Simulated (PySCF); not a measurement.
CH5ClGeO3, singlet, at a GFN2-xTB geometry, atoms displaced at random by about 0.03 Å a coordinate; R2SCAN/STO-3G, gradient by finite differences (PySCF).

Input for PySCF:
```python
from pyscf import gto, scf, dft

mol = gto.Mole()
mol.atom = '''
    C     2.46795787   -0.56383447   -0.46749904
    O     1.13474031   -0.70920114   -0.90119522
    Ge   -0.24510741   -0.17654994    0.06347348
    O    -0.29125146   -0.97513425    1.54395213
    O    -1.69039026   -0.69337762   -0.89235328
    Cl   -0.28198491    1.88273561    0.30560445
    H     2.68401246   -1.15218147    0.41931083
    H     3.10175246   -0.94136956   -1.21710084
    H     2.77222749    0.49716509   -0.34668177
    H    -1.21501717   -1.32097798    1.79340646
    H    -1.57785293   -0.56561003   -1.82817305
'''
mol.basis = 'sto-3g'
mol.verbose = 4
mol.build()

mf = dft.RKS(mol)
mf.xc = 'r2scan'
mf.conv_tol = 1e-11
mf.kernel()
scan, done = mf.as_scanner(), []
scan.scf_summary = {}
def energy(d):
    c = mol.atom_coords()
    c[8, 0] += d
    e = scan(mol.set_geom_(c, unit='Bohr', inplace=False))
    done.append(scan.converged)
    return e
h = 0.2
fd = (energy(h) - energy(-h)) / (2 * h)
print('dE/dx =', fd)
```

### Question
Write the output that PySCF gives for this input, abridged.

### Answer

```
PySCF version 2.14.0

[INPUT] verbose = 4
[INPUT] num. atoms = 11
[INPUT] num. electrons = 84
[INPUT] charge = 0
[INPUT] spin (= nelec alpha-beta = 2S) = 0
[INPUT] symmetry False subgroup None
[INPUT] Mole.unit = angstrom
[INPUT] Symbol           X                Y                Z      unit          X                Y                Z       unit  Magmom
[...]
nuclear repulsion = 637.433741315116
number of shells = 30
number of NR pGTOs = 156
number of NR cGTOs = 52
basis = sto-3g
ecp = {}

******** <class 'pyscf.dft.rks.RKS'> ********
method = RKS
initial guess = minao
damping factor = 0
level_shift factor = 0
DIIS = <class 'pyscf.scf.diis.CDIIS'>
diis_start_cycle = 1
diis_space = 8
diis_damp = 0
SCF conv_tol = 1e-11
SCF conv_tol_grad = None
SCF max_cycles = 50
direct_scf = True
direct_scf_tol = 1e-13
XC library pyscf.dft.libxc version 7.1.2
    S. Lehtola, C. Steigemann, M. J. T. Oliveira, and M. A. L. Marques,  SoftwareX 7, 1–5 (2018)
XC functionals = r2scan
    J. W. Furness, A. D. Kaplan, J. Ning, J. P. Perdew, and J. Sun,  J. Phys. Chem. Lett. 11, 8208–8215 (2020)
    J. W. Furness, A. D. Kaplan, J. Ning, J. P. Perdew, and J. Sun,  J. Phys. Chem. Lett. 11, 9248–9248 (2020)
    J. W. Furness, A. D. Kaplan, J. Ning, J. P. Perdew, and J. Sun,  J. Phys. Chem. Lett. 11, 8208–8215 (2020)
    J. W. Furness, A. D. Kaplan, J. Ning, J. P. Perdew, and J. Sun,  J. Phys. Chem. Lett. 11, 9248–9248 (2020)
radial grids:
    Treutler-Ahlrichs [JCP 102, 346 (1995); DOI:10.1063/1.469408] (M4) radial grids

becke partition: Becke, JCP 88, 2547 (1988); DOI:10.1063/1.454033
pruning grids: <function nwchem_prune>
grids dens level: 3
symmetrized grids: False
atomic radii adjust function: <function treutler_atomic_radii_adjust>
small_rho_cutoff = 0
Set gradient conv threshold to 3.16228e-06
Initial guess from minao.
tot grids = 144928
init E= -2769.59335041452
[...]
cycle= 1 E= -2771.21180577755  delta_E= -1.62  |g|= 0.774  |ddm|= 4.14
[...]
cycle= 2 E= -2771.06378140314  delta_E= 0.148  |g|= 1.04  |ddm|=    3
[...]
cycle= 3 E= -2771.42947516239  delta_E= -0.366  |g|= 0.152  |ddm|= 2.14
[...]
cycle= 4 E= -2771.43851536282  delta_E= -0.00904  |g|= 0.0471  |ddm|= 0.399
[...]
cycle= 5 E= -2771.43916651076  delta_E= -0.000651  |g|= 0.0184  |ddm|= 0.104
[...]
cycle= 6 E= -2771.43928764843  delta_E= -0.000121  |g|= 0.00323  |ddm|= 0.0361
[...]
cycle= 7 E= -2771.43929226707  delta_E= -4.62e-06  |g|= 0.000269  |ddm|= 0.00748
[...]
cycle= 8 E= -2771.43929229623  delta_E= -2.92e-08  |g|= 8.11e-05  |ddm|= 0.000655
[...]
cycle= 9 E= -2771.43929229852  delta_E= -2.28e-09  |g|= 2.39e-05  |ddm|= 0.000178
[...]
cycle= 10 E= -2771.43929229868  delta_E= -1.7e-10  |g|= 8.75e-06  |ddm|= 5.08e-05
[...]
cycle= 11 E= -2771.43929229871  delta_E= -2.82e-11  |g|= 1.27e-06  |ddm|= 1.77e-05
[...]
cycle= 12 E= -2771.43929229872  delta_E= -2.73e-12  |g|= 4.68e-08  |ddm|= 2.66e-06
[...]
Extra cycle  E= -2771.43929229871  delta_E= 5.46e-12  |g|= 2.79e-08  |ddm|= 1.85e-07
converged SCF energy = -2771.43929229871
Create scanner for <class 'pyscf.dft.rks.RKS'>

WARN: Mole.unit (angstrom) is changed to Bohr

New geometry
   1 C      2.467957870000  -0.563834470000  -0.467499040000 AA    4.663764461265  -1.065492727889  -0.883445149097 Bohr
   2 O      1.134740310000  -0.709201140000  -0.901195220000 AA    2.144348408404  -1.340195921829  -1.703012150567 Bohr
   3 Ge    -0.245107410000  -0.176549940000   0.063473480000 AA   -0.463185876001  -0.333631033908   0.119947493373 Bohr
   4 O     -0.291251460000  -0.975134250000   1.543952130000 AA   -0.550385492780  -1.842736667183   2.917646675139 Bohr
   5 O     -1.690390260000  -0.693377620000  -0.892353280000 AA   -3.194374635032  -1.310293802703  -1.686303305557 Bohr
   6 Cl    -0.281984910000   1.882735610000   0.305604450000 AA   -0.532874251160   3.557854667866   0.577508712948 Bohr
   7 H      2.684012460000  -1.152181470000   0.419310830000 AA    5.072048464320  -2.177307424099   0.792382629764 Bohr
   8 H      3.101752460000  -0.941369560000  -1.217100840000 AA    5.861462655596  -1.778930650402  -2.299987253578 Bohr
   9 H      2.878062932184   0.497165090000  -0.346681770000 AA    5.438750711090   0.939505858795  -0.655133597679 Bohr
  10 H     -1.215017170000  -1.320977980000   1.793406460000 AA   -2.296049687944  -2.496286598781   3.389047039426 Bohr
  11 H     -1.577852930000  -0.565610030000  -1.828173050000 AA   -2.981709902543  -1.068848050007  -3.454746372811 Bohr

******** <class 'pyscf.scf.hf.RKS_Scanner'> ********
method = RKS_Scanner
initial guess = minao
damping factor = 0
level_shift factor = 0
DIIS = <class 'pyscf.scf.diis.CDIIS'>
diis_start_cycle = 1
diis_space = 8
diis_damp = 0
SCF conv_tol = 1e-11
SCF conv_tol_grad = None
SCF max_cycles = 50
direct_scf = True
direct_scf_tol = 1e-13
XC library pyscf.dft.libxc version 7.1.2
    S. Lehtola, C. Steigemann, M. J. T. Oliveira, and M. A. L. Marques,  SoftwareX 7, 1–5 (2018)
XC functionals = r2scan
    J. W. Furness, A. D. Kaplan, J. Ning, J. P. Perdew, and J. Sun,  J. Phys. Chem. Lett. 11, 8208–8215 (2020)
    J. W. Furness, A. D. Kaplan, J. Ning, J. P. Perdew, and J. Sun,  J. Phys. Chem. Lett. 11, 9248–9248 (2020)
    J. W. Furness, A. D. Kaplan, J. Ning, J. P. Perdew, and J. Sun,  J. Phys. Chem. Lett. 11, 8208–8215 (2020)
    J. W. Furness, A. D. Kaplan, J. Ning, J. P. Perdew, and J. Sun,  J. Phys. Chem. Lett. 11, 9248–9248 (2020)
radial grids:
    Treutler-Ahlrichs [JCP 102, 346 (1995); DOI:10.1063/1.469408] (M4) radial grids

becke partition: Becke, JCP 88, 2547 (1988); DOI:10.1063/1.454033
pruning grids: <function nwchem_prune>
grids dens level: 3
symmetrized grids: False
atomic radii adjust function: <function treutler_atomic_radii_adjust>
small_rho_cutoff = 0
Set gradient conv threshold to 3.16228e-06
tot grids = 144928
init E= -2771.42926567663
[...]
cycle= 1 E= -2771.43752915227  delta_E= -0.00826  |g|= 0.0211  |ddm|= 0.102
[...]
cycle= 2 E= -2771.4374501842  delta_E= 7.9e-05  |g|= 0.0274  |ddm|= 0.071
[...]
cycle= 3 E= -2771.43768075485  delta_E= -0.000231  |g|= 0.00458  |ddm|= 0.0476
[...]
cycle= 4 E= -2771.4376886897  delta_E= -7.93e-06  |g|= 0.00101  |ddm|= 0.0102
[...]
cycle= 5 E= -2771.43768903439  delta_E= -3.45e-07  |g|= 0.000171  |ddm|= 0.0018
[...]
cycle= 6 E= -2771.4376890449  delta_E= -1.05e-08  |g|= 5.07e-05  |ddm|= 0.000419
[...]
cycle= 7 E= -2771.43768904584  delta_E= -9.43e-10  |g|= 5.56e-06  |ddm|= 9.19e-05
[...]
cycle= 8 E= -2771.43768904586  delta_E= -1.27e-11  |g|= 3.23e-06  |ddm|= 1.46e-05
[...]
cycle= 9 E= -2771.43768904586  delta_E= 9.09e-13  |g|= 2.88e-07  |ddm|= 5.86e-06
[...]
Extra cycle  E= -2771.43768904586  delta_E= 9.09e-13  |g|= 3.33e-07  |ddm|= 1.16e-06
converged SCF energy = -2771.43768904586

WARN: Mole.unit (angstrom) is changed to Bohr

New geometry
   1 C      2.467957870000  -0.563834470000  -0.467499040000 AA    4.663764461265  -1.065492727889  -0.883445149097 Bohr
   2 O      1.134740310000  -0.709201140000  -0.901195220000 AA    2.144348408404  -1.340195921829  -1.703012150567 Bohr
   3 Ge    -0.245107410000  -0.176549940000   0.063473480000 AA   -0.463185876001  -0.333631033908   0.119947493373 Bohr
   4 O     -0.291251460000  -0.975134250000   1.543952130000 AA   -0.550385492780  -1.842736667183   2.917646675139 Bohr
   5 O     -1.690390260000  -0.693377620000  -0.892353280000 AA   -3.194374635032  -1.310293802703  -1.686303305557 Bohr
   6 Cl    -0.281984910000   1.882735610000   0.305604450000 AA   -0.532874251160   3.557854667866   0.577508712948 Bohr
   7 H      2.684012460000  -1.152181470000   0.419310830000 AA    5.072048464320  -2.177307424099   0.792382629764 Bohr
   8 H      3.101752460000  -0.941369560000  -1.217100840000 AA    5.861462655596  -1.778930650402  -2.299987253578 Bohr
   9 H      2.666392047816   0.497165090000  -0.346681770000 AA    5.038750711090   0.939505858795  -0.655133597679 Bohr
  10 H     -1.215017170000  -1.320977980000   1.793406460000 AA   -2.296049687944  -2.496286598781   3.389047039426 Bohr
  11 H     -1.577852930000  -0.565610030000  -1.828173050000 AA   -2.981709902543  -1.068848050007  -3.454746372811 Bohr

******** <class 'pyscf.scf.hf.RKS_Scanner'> ********
method = RKS_Scanner
initial guess = minao
damping factor = 0
level_shift factor = 0
DIIS = <class 'pyscf.scf.diis.CDIIS'>
diis_start_cycle = 1
diis_space = 8
diis_damp = 0
SCF conv_tol = 1e-11
SCF conv_tol_grad = None
SCF max_cycles = 50
direct_scf = True
direct_scf_tol = 1e-13
XC library pyscf.dft.libxc version 7.1.2
    S. Lehtola, C. Steigemann, M. J. T. Oliveira, and M. A. L. Marques,  SoftwareX 7, 1–5 (2018)
XC functionals = r2scan
    J. W. Furness, A. D. Kaplan, J. Ning, J. P. Perdew, and J. Sun,  J. Phys. Chem. Lett. 11, 8208–8215 (2020)
    J. W. Furness, A. D. Kaplan, J. Ning, J. P. Perdew, and J. Sun,  J. Phys. Chem. Lett. 11, 9248–9248 (2020)
    J. W. Furness, A. D. Kaplan, J. Ning, J. P. Perdew, and J. Sun,  J. Phys. Chem. Lett. 11, 8208–8215 (2020)
    J. W. Furness, A. D. Kaplan, J. Ning, J. P. Perdew, and J. Sun,  J. Phys. Chem. Lett. 11, 9248–9248 (2020)
radial grids:
    Treutler-Ahlrichs [JCP 102, 346 (1995); DOI:10.1063/1.469408] (M4) radial grids

becke partition: Becke, JCP 88, 2547 (1988); DOI:10.1063/1.454033
pruning grids: <function nwchem_prune>
grids dens level: 3
symmetrized grids: False
atomic radii adjust function: <function treutler_atomic_radii_adjust>
small_rho_cutoff = 0
Set gradient conv threshold to 3.16228e-06
tot grids = 144928
init E= -2771.45216479012
[...]
cycle= 1 E= -2771.43683003994  delta_E= 0.0153  |g|= 0.0356  |ddm|= 0.197
[...]
cycle= 2 E= -2771.43651378662  delta_E= 0.000316  |g|= 0.0487  |ddm|= 0.123
[...]
cycle= 3 E= -2771.43724609893  delta_E= -0.000732  |g|= 0.0073  |ddm|= 0.0858
[...]
cycle= 4 E= -2771.43726630782  delta_E= -2.02e-05  |g|= 0.00162  |ddm|= 0.0162
[...]
cycle= 5 E= -2771.43726716715  delta_E= -8.59e-07  |g|= 0.000317  |ddm|= 0.00294
[...]
cycle= 6 E= -2771.43726720464  delta_E= -3.75e-08  |g|= 6.38e-05  |ddm|= 0.000727
[...]
cycle= 7 E= -2771.43726720611  delta_E= -1.47e-09  |g|= 7.94e-06  |ddm|= 0.000117
[...]
cycle= 8 E= -2771.43726720613  delta_E= -1.68e-11  |g|= 5.3e-06  |ddm|= 2.15e-05
[...]
cycle= 9 E= -2771.43726720614  delta_E= -1.32e-11  |g|= 3.09e-07  |ddm|= 9.58e-06
[...]
cycle= 10 E= -2771.43726720614  delta_E= 6.37e-12  |g|= 4.21e-08  |ddm|= 7.75e-07
[...]
Extra cycle  E= -2771.43726720614  delta_E= -2.73e-12  |g|= 3.35e-08  |ddm|= 1.68e-07
converged SCF energy = -2771.43726720614
dE/dx = -0.0010545992915922398
```
